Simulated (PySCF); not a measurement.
# Fluorine: a sound run and one with changed settings

Sound run: F⁺ [He] 2s2 2p4, F²⁺ [He] 2s2 2p3. Calculation: PySCF 2.14, in cc-pVDZ; no relativity, point nucleus. The sound run starts from symmetry-adapted Hartree-Fock orbitals and uses a fine grid where one is needed.

Changed run: 6 angular points. This setting is unsound on purpose.

```json
{"species": "F⁺", "method": "UHF", "sound run (hartree)": "-98.80049", "changed run (hartree)": "-98.80049", "converged": "yes"}
{"species": "F⁺", "method": "TPSS", "sound run (hartree)": "-99.10151", "changed run (hartree)": "-99.16805", "converged": "yes"}
{"species": "F⁺", "method": "LDA", "sound run (hartree)": "-98.41301", "changed run (hartree)": "-98.46782", "converged": "yes"}
{"species": "F²⁺", "method": "UHF", "sound run (hartree)": "-97.57269", "changed run (hartree)": "-97.57269", "converged": "yes"}
{"species": "F²⁺", "method": "TPSS", "sound run (hartree)": "-97.79686", "changed run (hartree)": "-97.79686", "converged": "yes"}
{"species": "F²⁺", "method": "LDA", "sound run (hartree)": "-97.11434", "changed run (hartree)": "-97.11434", "converged": "yes"}
```

Ionisation energy of F⁺:

```json
{"method": "UHF", "sound run (eV)": "33.410", "changed run (eV)": "33.410"}
{"method": "TPSS", "sound run (eV)": "35.501", "changed run (eV)": "37.312"}
{"method": "LDA", "sound run (eV)": "35.339", "changed run (eV)": "36.830"}
```

A coarse angular grid integrates products of high-l functions wrongly, so density functionals can shift, and the SCF can exploit the error; Hartree-Fock and MP2 need no grid.

For comparison, NIST gives 34.971 eV between the lowest levels.
